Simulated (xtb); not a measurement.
BF$_{3}$ (SMILES FB(F)F), singlet, at a GFN2-xTB geometry, atoms displaced at random by about 0.02 Å a coordinate; xtb 6.7.1 with GFN1-xTB.

Here is a job for xtb.
```
$ xtb mol.xyz --gfn 1 --opt --input xcontrol --json

# file mol.xyz
4

B     -0.00561143     0.03241528    -0.01123868
F     -0.01655165     1.31480651     0.00452028
F      1.14736416    -0.64909435    -0.01140093
F     -1.13382416    -0.65440399     0.01345771

# file xcontrol
$opt
  engine=lbfgs
$end
```

Q: Predict the main parts of the log of this xtb run.

A: 
```
   ID    Z sym.   atoms
    1    5 B      1
    2    9 F      2-4

           -------------------------------------------------
          |                Calculation Setup                |
           -------------------------------------------------

           -------------------------------------------------
          |                 G F N 1 - x T B                 |
           -------------------------------------------------

          ...................................................
          :                      SETUP                      :
          :.................................................:
          :  # basis functions                  16          :
          :  # atomic orbitals                  16          :
          :  # shells                            8          :
          :  # electrons                        24          :
          :  # halogen bonds                     0          :
          :  max. iterations                   250          :
          :  Hamiltonian                  GFN1-xTB          :
          :  restarted?                      false          :
          :  GBSA solvation                  false          :
          :  PC potential                    false          :
          :  electronic temp.          300.0000000     K    :
          :  accuracy                    1.0000000          :
          :  -> integral cutoff          0.2500000E+02      :
          :  -> integral neglect         0.1000000E-07      :
          :  -> SCF convergence          0.1000000E-05 Eh   :
          :  -> wf. convergence          0.2000000E-04 e    :
          :  Broyden damping             0.4000000          :
          :  net charge                          0          :
          :  unpaired electrons                  0          :
          ...................................................

 iter      E             dE          RMSdq      gap      omega  full diag
   1    -16.8878507 -0.168879E+02  0.845E+00   11.73       0.0  T
   2    -17.0134926 -0.125642E+00  0.438E+00    9.04       1.0  T
   3    -17.0136390 -0.146367E-03  0.201E+00    8.84       1.0  T
   4    -17.0136626 -0.236112E-04  0.116E-01    8.96       1.0  T
   5    -17.0137221 -0.595411E-04  0.425E-02    8.89       1.2  T
   6    -17.0137313 -0.912422E-05  0.578E-04    8.91      86.5  T
   7    -17.0137312  0.277632E-07  0.249E-03    8.91      20.1  T
   8    -17.0137313 -0.297188E-07  0.336E-06    8.91   14875.0  T
   9    -17.0137313 -0.390799E-13  0.160E-06    8.91   31207.5  T

   *** convergence criteria satisfied after 9 iterations ***

         :::::::::::::::::::::::::::::::::::::::::::::::::::::
         ::                     SUMMARY                     ::
         :::::::::::::::::::::::::::::::::::::::::::::::::::::
         :: total energy             -16.955918037696 Eh    ::
         :: gradient norm              0.047861032582 Eh/a0 ::
         :: HOMO-LUMO gap              8.910547178218 eV    ::
         ::.................................................::
         :: SCC energy               -17.013731276094 Eh    ::
         :: -> electrostatic           0.052084097189 Eh    ::
         :: repulsion energy           0.058254374289 Eh    ::
         :: dispersion energy         -0.000441135891 Eh    ::
         :: halogen bond corr.         0.000000000000 Eh    ::
         :: add. restraining           0.000000000000 Eh    ::
         :: total charge               0.000000000000 e     ::
         :::::::::::::::::::::::::::::::::::::::::::::::::::::

      -----------------------------------------------------------
     |                       L-ANC optimizer                     |
      -----------------------------------------------------------
          low memory version by Sebastian Ehlert

          ...................................................
          :                      SETUP                      :
          :.................................................:
[...]
 * total energy  :   -16.9540438 Eh     change        0.1874282E-02 Eh
 * total energy  :   -16.9568332 Eh     change       -0.2789426E-02 Eh
 * total energy  :   -16.9571079 Eh     change       -0.2747381E-03 Eh
 * total energy  :   -16.9571289 Eh     change       -0.2098547E-04 Eh
 * total energy  :   -16.9571360 Eh     change       -0.7060627E-05 Eh
 * total energy  :   -16.9571370 Eh     change       -0.9864488E-06 Eh
   *** GEOMETRY OPTIMIZATION CONVERGED AFTER 6 CYCLES ***
[...]
         ::                     SUMMARY                     ::
         :::::::::::::::::::::::::::::::::::::::::::::::::::::
         :: total energy             -16.957136952392 Eh    ::
         :: gradient norm              0.000149635220 Eh/a0 ::
         :: HOMO-LUMO gap              9.086324849788 eV    ::
         ::.................................................::
         :: SCC energy               -17.015220909940 Eh    ::
         :: -> electrostatic           0.051755369664 Eh    ::
         :: repulsion energy           0.058525136426 Eh    ::
         :: dispersion energy         -0.000441178878 Eh    ::
         :: halogen bond corr.         0.000000000000 Eh    ::
         :: add. restraining           0.000000000000 Eh    ::
         :: total charge              -0.000000000000 e     ::
         :::::::::::::::::::::::::::::::::::::::::::::::::::::

           -------------------------------------------------
          |                Property Printout                |
           -------------------------------------------------

    * Orbital Energies and Occupations

         #    Occupation            Energy/Eh            Energy/eV
      -------------------------------------------------------------
         1        2.0000           -0.8970271             -24.4093
         2        2.0000           -0.8969963             -24.4085
         3        2.0000           -0.8941357             -24.3307
         4        2.0000           -0.6636878             -18.0599
         5        2.0000           -0.6301691             -17.1478
         6        2.0000           -0.6218898             -16.9225
         7        2.0000           -0.6218807             -16.9222
         8        2.0000           -0.5809640             -15.8088
         9        2.0000           -0.5809392             -15.8082
        10        2.0000           -0.5727198             -15.5845
        11        2.0000           -0.5727044             -15.5841
        12        2.0000           -0.5713141             -15.5462 (HOMO)
        13                         -0.2373978              -6.4599 (LUMO)
        14                         -0.0260337              -0.7084
        15                          0.3342137               9.0944
        16                          0.3344465               9.1008
      -------------------------------------------------------------
                  HL-Gap            0.3339163 Eh            9.0863 eV
             Fermi-level           -0.4043559 Eh          -11.0031 eV

  Mulliken/CM5 charges         n(s)   n(p)   n(d)
     1B     0.78772  0.62240   0.728  1.484  0.000
     2F    -0.26253 -0.20741   1.790  5.472  0.000
     3F    -0.26261 -0.20750   1.790  5.472  0.000
     4F    -0.26259 -0.20748   1.790  5.472  0.000

Wiberg/Mayer (AO) data.
largest (>0.10) Wiberg bond orders for each atom

 ---------------------------------------------------------------------------
     #   Z sym  total        # sym  WBO       # sym  WBO       # sym  WBO
 ---------------------------------------------------------------------------
     1   5 B    3.154 --     2 F    1.051     4 F    1.051     3 F    1.051
     2   9 F    1.163 --     1 B    1.051
     3   9 F    1.163 --     1 B    1.051
     4   9 F    1.163 --     1 B    1.051
 ---------------------------------------------------------------------------

Topologies differ in total number of bonds
Writing topology from bond orders to xtbtopo.mol

 dipole moment from electron density (au)
     X       Y       Z
  -0.0003   0.0001  -0.0002  total (Debye):    0.001

optimized geometry written to: xtbopt.xyz

           -------------------------------------------------
          | TOTAL ENERGY              -16.957136952392 Eh   |
          | GRADIENT NORM               0.000149635220 Eh/α |
          | HOMO-LUMO GAP               9.086324849788 eV   |
           -------------------------------------------------
```
